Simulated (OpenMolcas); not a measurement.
## OpenMolcas run: Ta3+

Ta3+ among 6 point charges of -1 e arranged as a trigonal antiprism (D3d), 2.11 Å from the ion, with a polar angle of 49.3° against the regular 54.74°. With inversion symmetry the input lists one of each pair of outer charges.

Input:

```
&GATEWAY
Coord
1

Ta 0.0 0.0 0.0
Basis=ANO-RCC-VDZP
Group=XYZ
NoMove
AngMom=0.0 0.0 0.0
AMFI
XField
3 Angstrom 0
0.000000 1.598752 1.376987 -1.000000
1.384560 -0.799376 1.376987 -1.000000
1.384560 0.799376 -1.376987 -1.000000
&SEWARD
* reference wave functions (RASSCF and RASSI steps not shown): 2 electrons in 5 orbitals (5d)
>>> COPY JOB001 $Project.JobIph
&CASPT2
Multistate=10 1 2 3 4 5 6 7 8 9 10
NoMult
Frozen=14 9
IPEA=0.25
Imaginary=0.1
MaxIter=60
WThr=0.0 0.3 0.05
PrWF=0.5
NoMix
>>> COPY JOB002 $Project.JobIph
&CASPT2
Multistate=15 1 2 3 4 5 6 7 8 9 10 11 12 13 14 15
NoMult
Frozen=14 9
IPEA=0.25
Imaginary=0.1
MaxIter=60
WThr=0.0 0.3 0.05
PrWF=0.5
NoMix
```

Launched by
```bash
OMP_NUM_THREADS=1 MOLCAS_MEM=1689 MOLCAS_PROJECT=a pymolcas a.inp > a.log  # once for each step of the input, in one work folder
```

Output, cut to the results:

```
--- CASPT2 ---
Orbital specifications:
      -----------------------

      Symmetry species                           1   2
                                                ag  au
      Frozen orbitals                           14   9
      Inactive orbitals                          1  10
      Active orbitals                            5   0
      Secondary orbitals                        16  13
      Deleted orbitals                           0   0
      Number of basis functions                 36  32
Type of calculation                        SS-CASPT2
      Fock operator                              state-specific
      IPEA shift                                 0.25
      Real shift                                 0.00
      Imaginary shift                            0.10
      The input orbitals will be transformed to quasi-canonical
Reference energy:      -15592.8507011571
      E2 (Non-variational):      -0.8503853217
      Shift correction:          -0.0001367143
      E2 (Variational):          -0.8505220360
      Total energy:          -15593.7012231931
      Residual norm:              0.0000004275
      Reference weight:           0.91411
      Contributions to the CASPT2 correlation energy
      Active & Virtual Only:         -0.0028114027
      One Inactive Excited:          -0.0753346318
      Two Inactive Excited:          -0.7722392873
Reference energy:      -15592.8478386125
      E2 (Non-variational):      -0.8506357572
      Shift correction:          -0.0001478388
      E2 (Variational):          -0.8507835959
      Total energy:          -15593.6986222084
      Residual norm:              0.0000008058
      Reference weight:           0.91376
      Contributions to the CASPT2 correlation energy
      Active & Virtual Only:         -0.0025950150
      One Inactive Excited:          -0.0750210770
      Two Inactive Excited:          -0.7730196652
::    CASPT2 Root  1     Total energy: -15593.70122319
::    CASPT2 Root  2     Total energy: -15593.69862221
::    CASPT2 Root  3     Total energy: -15593.69836286
::    CASPT2 Root  4     Total energy: -15593.66035871
::    CASPT2 Root  5     Total energy: -15593.65556659
::    CASPT2 Root  6     Total energy: -15593.65572829
::    CASPT2 Root  7     Total energy: -15593.63749462
::    CASPT2 Root  8     Total energy: -15593.61487580
::    CASPT2 Root  9     Total energy: -15593.61461521
::    CASPT2 Root 10     Total energy: -15593.59855311
--- CASPT2 ---
Orbital specifications:
      -----------------------

      Symmetry species                           1   2
                                                ag  au
      Frozen orbitals                           14   9
      Inactive orbitals                          1  10
      Active orbitals                            5   0
      Secondary orbitals                        16  13
      Deleted orbitals                           0   0
      Number of basis functions                 36  32
Type of calculation                        SS-CASPT2
      Fock operator                              state-specific
      IPEA shift                                 0.25
      Real shift                                 0.00
      Imaginary shift                            0.10
      The input orbitals will be transformed to quasi-canonical
Reference energy:      -15592.8204033229
      E2 (Non-variational):      -0.8575529117
      Shift correction:          -0.0007748095
      E2 (Variational):          -0.8583277212
      Total energy:          -15593.6787310441
      Residual norm:              0.0000002867
      Reference weight:           0.90279
      Contributions to the CASPT2 correlation energy
      Active & Virtual Only:         -0.0082187073
      One Inactive Excited:          -0.0735580030
      Two Inactive Excited:          -0.7757762014
Reference energy:      -15592.8130919676
      E2 (Non-variational):      -0.8540864095
      Shift correction:          -0.0002566248
      E2 (Variational):          -0.8543430343
      Total energy:          -15593.6674350019
      Residual norm:              0.0000001286
      Reference weight:           0.91025
      Contributions to the CASPT2 correlation energy
      Active & Virtual Only:         -0.0062598519
      One Inactive Excited:          -0.0739662096
      Two Inactive Excited:          -0.7738603480
::    CASPT2 Root  1     Total energy: -15593.67873104
::    CASPT2 Root  2     Total energy: -15593.66743500
::    CASPT2 Root  3     Total energy: -15593.66733978
::    CASPT2 Root  4     Total energy: -15593.64868789
::    CASPT2 Root  5     Total energy: -15593.64875879
::    CASPT2 Root  6     Total energy: -15593.62258235
::    CASPT2 Root  7     Total energy: -15593.62234768
::    CASPT2 Root  8     Total energy: -15593.61817545
::    CASPT2 Root  9     Total energy: -15593.60837207
::    CASPT2 Root 10     Total energy: -15593.60280593
::    CASPT2 Root 11     Total energy: -15593.59252023
::    CASPT2 Root 12     Total energy: -15593.59245054
::    CASPT2 Root 13     Total energy: -15593.55695336
::    CASPT2 Root 14     Total energy: -15593.55706090
::    CASPT2 Root 15     Total energy: -15593.50469059
```

Spin-orbit levels above the lowest (labels of D3, the rotations of D3d), with the averaged single-state CASPT2 energies on the diagonal:

| E (cm-1) | Degeneracy | Label | 2S+1 | g |
| --- | --- | --- | --- | --- |
| 0 | 2 | E | 3 | 0.00 0.00 0.16 |
| 120 | 1 | A1 | 3 (84 %) |  |
| 610 | 2 | E | 3 | 0.00 0.00 1.20 |
| 4070 | 2 | E | 3 | 0.00 0.00 0.52 |
| 4990 | 1 | A2 | 3 |  |
| 5830 | 1 | A1 | 3 (90 %) |  |
| 7630 | 1 | A1 | 1 (52 %) |  |
| 9050 | 2 | E | 1 (55 %) | 0.00 0.00 3.72 |
| 11310 | 2 | E | 3 (56 %) | 0.00 0.00 1.26 |
| 11760 | 1 | A2 | 3 |  |
| 13070 | 1 | A2 | 3 |  |
| 13100 | 1 | A1 | 3 (79 %) |  |
| 13550 | 2 | E | 3 | 0.00 0.00 3.36 |
| 14180 | 2 | E | 3 (74 %) | 0.00 0.00 3.77 |
| 15490 | 2 | E | 3 (52 %) | 0.00 0.00 2.81 |
| 16500 | 1 | A1 | 3 (89 %) |  |
| 18540 | 2 | E | 3 (89 %) | 0.00 0.00 5.08 |
| 19500 | 1 | A1 | 3 (63 %) |  |
| 19750 | 2 | E | 1 (65 %) | 0.00 0.00 2.81 |
| 21030 | 1 | A2 | 3 |  |

Roots that are degenerate in the reference are averaged as groups; the widest CASPT2 spread within a group is 57 cm-1 (the 2-fold group of multiplicity 3 near 19000 cm-1 above the lowest state of its run). Shifts and gaps below about the spread of the groups concerned are not significant. Spin-orbit coupling mixes the spin-free states strongly: the lowest level takes only 65 % from its leading state, 3E, which lies 599 cm-1 above the lowest spin-free state. Free-ion shares, where given, are those of the reference states; single-state CASPT2 does not remix them. This is an electrostatic model: the charges have no orbitals. No measured value stands beside these numbers.

The CASPT2 steps took 5.9 s on 1 thread of Intel(R) Xeon(R) Platinum 8488C (Sapphire Rapids), with other jobs on the host; the integral step is not counted.

With an even number of electrons the g values are those of a degenerate or nearly degenerate non-Kramers pair.
